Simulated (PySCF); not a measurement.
C3H6AlBO4.
Bonds: O1–B2, B2–O3, B2–C4, C4–C5 (double), C5–O6, O6–Al7, Al7–O8, O8–C9 (double), C4–C9. Hydrogens: H10 on O1; H11 on O3; H12 on C5; H13, H14 on Al7; H15 on C9.

Torsions of this conformer, `[OH:1][B:2]([OH:3])[C:4]1=[CH:5][O:6][AlH2-:7][O+:8]=[CH:9]1`: O1–B2–C4–C5 180°, H–O1–B2–O3 -1°, H–O3–B2–O1 0°.

The closed-shell ground state was solved at several levels (PySCF, density fitting, gas phase, non-relativistic). Geometry: PBE0-D3(BJ)/def2-SVP, one conformer, isolated molecule.

```csv
level,basis functions,HOMO (eV),LUMO (eV),gap (eV),dipole (D)
PBE0/pcSseg-1,190,-7.22,-2.15,5.07,6.86
KT2/pcSseg-1,190,-6.11,-3.04,3.07,6.48
```

**Question.** What might CAM-B3LYP/def2-SVPD (244 basis functions) give for the same quantities?

**Answer.** HOMO -8.53 eV, LUMO -1.17 eV, gap 7.36 eV, dipole 6.76 D.

**Question.** Over all these levels, which gives the widest orbital gap and which the narrowest?

**Answer.** CAM-B3LYP/def2-SVPD (range-separated hybrid) has the widest, 7.36 eV, and KT2/pcSseg-1 (GGA) the narrowest, 3.07 eV. Functional and basis both differ between the two, so the spread mixes both effects.

**Question.** How far do the dipole and the HOMO energy spread over the levels?

**Answer.** The dipole runs from 6.48 to 6.86 D (mean 6.70 D) and the HOMO from -8.53 to -6.11 eV.
